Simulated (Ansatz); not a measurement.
`CCCO[SiH3]` + `[OH][Ga]([F])[F]` → `[F][Ga]([F])[O][SiH3]` + `CCCO`  (ligand exchange at the Si–O bond)

Calculated with Ansatz (gas phase, PBE0-D4/def2-TZVP geometries, no zero-point term in ΔE). CCSD(T)/CBS adds triple-zeta CCSD(T) − MP2 to the extrapolated MP2 energy (def2 sets, frozen cores). Functionals use def2-TZVPP. For Ga outer-core shells are correlated without core-valence functions, which leaves a few kJ/mol of doubt a bond. Scalar relativity is left out up to krypton. One conformer a species, not always the lowest.

```
                species  B2PLYP energy (Eh)
           `CCCO[SiH3]`          -484.88005
     `[OH][Ga]([F])[F]`         -2200.09863
`[F][Ga]([F])[O][SiH3]`         -2490.71608
                 `CCCO`          -194.26531
```

(1) Work out ΔE.

Largest T1 diagnostic among the species: 0.015.

## Answers

(1) ΔE = (-2490.71608) + (-194.26531) − (-484.88005) − (-2200.09863) = -0.00271 Eh = -7.1 kJ/mol. CCSD(T)/CBS gives -7.7 kJ/mol.

In def2-TZVPP, CCSD(T) changes the Hartree–Fock value by +7.8 kJ/mol (the triples alone add +1.4 kJ/mol) and MP2 by +9.3 kJ/mol. From PBE to PBE0 (25 % exact exchange), in def2-TZVPP and without D4, ΔE moves by −3.9 kJ/mol.
